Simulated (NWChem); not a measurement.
System: AlH2OCl; SMILES [AlH]([Cl])[OH]

```xyz
5

Al    -0.5357     0.5412     0.0000
H     -2.0723     0.8467     0.0000
Cl     0.1851    -1.4358     0.0000
O      0.5481     1.8400     0.0000
H      1.5058     1.8066     0.0000
```
Atoms are numbered in this order, from 1.

Program: NWChem. Pople sets run with spherical d functions. Geometry: optimised at PBE0/def2-SVP. B3LYP is NWChem's, with the RPA form of VWN correlation. Ions are spin-unrestricted doublets at the neutral geometry; other ion states weren't tried.

Among these, which level gives the highest value of “−ε(HOMO) (eV)”?
A) B3LYP/6-31G*
B) PBE/6-31G*
C) M06-2X/6-31G*
D) LDA (Slater exchange, VWN5)/6-31G*

C, M06-2X/6-31G*. Values: PBE/6-31G* 7.53; LDA (Slater exchange, VWN5)/6-31G* 7.64; B3LYP/6-31G* 8.70; M06-2X/6-31G* 10.33
